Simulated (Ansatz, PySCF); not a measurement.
Gas-phase reaction (SMILES): C[SiH](C)O[Si](O)(O)O + F (HF) -> C[SiH](C)F [fluoro(dimethyl)silane] + O[Si](O)(O)O; hydrogen fluoride cleaves one Si-O bond, a model of a ligand-exchange step.

Geometries: B3LYP-D3(BJ)/def2-TZVP minima from Ansatz (a first-principles code), one conformer each, not searched for the lowest. Cores are frozen in the correlated levels unless marked. No spin-orbit coupling. No relativistic terms. CBS marks a two-point X^-3 extrapolation of the correlation energy; Hartree-Fock from the larger set. The bracket is a focal-point correction in the basis named. Thermal terms are rigid-rotor harmonic-oscillator values from B3LYP-D3(BJ) frequencies (Ansatz or PySCF) at 298.15 K and 1 atm. 1 Eh = 627.5095 kcal/mol.

```csv
species,"E, RI-MP2/CBS(aug-cc-pV(T+d)Z,aug-cc-pV(Q+d)Z)+[CCSD(T)-MP2]/aug-cc-pV(T+d)Z (Ansatz) (Eh)","E, PBE/def2-TZVPD (Ansatz) (Eh)",H - E (Eh)
C[SiH](C)O[Si](O)(O)O,-961.28608,-961.85784,0.14498
F (HF),-100.39388,-100.39521,0.01259
C[SiH](C)F,-469.28036,-469.56711,0.09219
O[Si](O)(O)O,-592.40587,-592.69716,0.06559
```

### Question
Work out ΔE and ΔH at 298.15 K at the first level, then ΔH at the second.

### Answer

1. ΔE = [(-469.28036) + (-592.40587)] - [(-961.28608) + (-100.39388)] = -0.00627 Eh = -3.9 kcal/mol at RI-MP2/CBS(aug-cc-pV(T+d)Z,aug-cc-pV(Q+d)Z)+[CCSD(T)-MP2]/aug-cc-pV(T+d)Z.
2. The terms H - E add up to 0.00021 Eh, so ΔH = (-0.00627 + (0.00021))×627.5095 = -3.8 kcal/mol.
3. At PBE/def2-TZVPD the same steps give ΔE = -7.0 and ΔH = -6.9 kcal/mol, a shift of -3.1 from the first level.
4. These values are not checked against measurement here, since the tables used lack a sound gas-phase enthalpy of formation for at least one species.
